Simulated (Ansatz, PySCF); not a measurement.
HCl3HfO, charge -1, doublet, geometry from GFN2-xTB (such geometries of metal compounds can be far from the true shape) (the multiplicity is a formal guess) (core potentials on Hf) (in this run its highest filled SCF level lies above zero, so its values depend strongly on the basis, on diffuse functions most of all). Base run: REVPBE/def2-SVP (PySCF).

The PySCF input:
```python
from pyscf import gto, scf, dft

mol = gto.M(
    atom='''
Hf   -0.13728403    0.09893992    0.02964004
Cl    1.93657247    0.72050589   -0.74415034
Cl    0.44231920   -0.22902000    2.22945528
Cl   -0.79789979   -1.35116414   -1.66772843
O    -1.81935876    0.89921023    0.15511059
H    -2.43754201    0.29717480   -0.27376852
''',
    basis='def2-svp',
    ecp={'Hf': 'def2-svp'},
    charge=-1,
    spin=1,
    verbose=4,
)

mf = dft.UKS(mol)
mf.xc = 'revpbe'
mf.kernel()
```

The same geometry, method and basis name were run in Ansatz (a quantum-chemistry and plane-wave program) and PySCF, at each program's defaults and at the settings that a row names. The base is PySCF at its defaults. Differences at the defaults can come from grids, fitting, cores and function types together.

| code and settings | ΔE vs base (mEh) | basis functions | E (Eh) | SCF cycles |
|---|---|---|---|---|
| PySCF, defaults (exact integrals, its default grid, spherical functions) | 0.000 | 105 | -1504.02290 | 13 |
| Ansatz, defaults (factorised integrals, its default grid, spherical functions) | -0.008 | 105 | -1504.02291 | - |
| PySCF, density fitting with def2-universal-jkfit | -0.059 | 105 | -1504.02296 | 13 |
| PySCF, fine grid | -0.009 | 105 | -1504.02291 | 13 |
| Ansatz, high accuracy | -0.006 | 105 | -1504.02290 | - |

Open shells are given as the SCF converged; they aren't shown to be the lowest states, and a large step between rows can be another state.
